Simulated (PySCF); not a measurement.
Atom-mapped SMILES (the numbers label the heavy atoms): `[CH2:1]=[C:2]([F:3])[CH2:4]/[C:5]([Cl:6])=[CH:7]\[CH2:8][SiH3:9]`; H(Xn) means a hydrogen on atom n. Ha(C1) is cis to F3; Hb(C1) is trans to F3.

Computational details: structure optimised with GFN2-xTB, GIAO PBE0/pcSseg-1 shieldings, in PySCF (gas phase, no relativistic terms, rapidly exchanging positions averaged, one conformer).

Scale: $^{13}$C (σ = 186.93 ppm), $^{1}$H (σ = 31.72 ppm), $^{29}$Si (σ = 349.16 ppm) vs TMS; CFCl3 for $^{19}$F (σ = 170.95 ppm); $^{35}$Cl (σ = 949.78 ppm) against HCl (reference shieldings calculated alike).

```csv
atoms,nucleus,count,Hirshfeld charge,δ (ppm)
C1,$^{13}$C,1,-0.13,98.9
Cl6,$^{35}$Cl,1,-0.04,256
C4,$^{13}$C,1,-0.08,?
Ha(C1),$^{1}$H,1,0.05,?
H(C8),$^{1}$H,2,0.05,1.96
C2,$^{13}$C,1,0.09,?
Hb(C1),$^{1}$H,1,0.05,4.67
F3,$^{19}$F,1,-0.08,-96.2
H(Si9),$^{1}$H,3,-0.08,?
H(C4),$^{1}$H,2,0.05,3.05
C5,$^{13}$C,1,0.01,138.9
C7,$^{13}$C,1,-0.05,135.0
Si9,$^{29}$Si,1,0.32,-75.3
H(C7),$^{1}$H,1,0.05,6.08
C8,$^{13}$C,1,-0.15,?
```

Question: Fill in the missing shifts.

Answer: 
- C2: 173.7 ppm, fully substituted alkene carbon
- C4: 42.3 ppm, allylic sp3 CH2; aliphatic region, no heteroatom directly attached
- C8: 13.6 ppm, allylic sp3 CH2 bonded to Si
- Ha(C1): 4.93 ppm, hydrogen on a terminal =CH2 carbon; olefinic region
- H(Si9): 3.82 ppm, hydrogen on a silicon bonded to C

Carbons that carry Cl, above all several Cl atoms, come out too deshielded, partly because spin–orbit coupling is missing. Shifts are as computed. Against solution values, carbons near 30 ppm lie about +3 ppm off and those near 130 ppm about +5 ppm; carbons on Cl a further +6 ppm. Of 1309 compounds with measured shifts, 239 miss one by over three times the rms of a fit or turn the order of signals round; such compounds aren't used in these exercises. Unscaled 19F shifts against computed CFCl3 carry errors that often reach 10 to 50 ppm.
